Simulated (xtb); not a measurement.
CH₃S, charge -1, singlet, at a GFN2-xTB geometry. Base run: GFN2-xTB (xtb 6.7.1).

Input for xtb:
```
$ xtb mol.xyz --gfn 2 --chrg -1 --json

# file mol.xyz
5

C     -0.18310410     1.16138186     0.01505557
S     -0.04796709    -0.56372168    -0.01148952
H      1.29602576    -1.14309776     0.01927862
H      0.25755768     1.58118756     0.93632275
H      0.31251462     1.61316597    -0.86210237
```

Each row names what was changed in the base input (with any setting that the change needs).

```
change        ΔE vs base (kcal/mol)  HOMO-LUMO gap (eV)  SCF cycles
------------  ---------------------  ------------------  ----------
base                          0.000                3.84          11
acc = 0.1                     0.000                3.84          13
etemp = 3000                 -0.014                3.84          11
file = coord                  0.000                3.84          11
acc = 30                      0.000                3.84           8
```
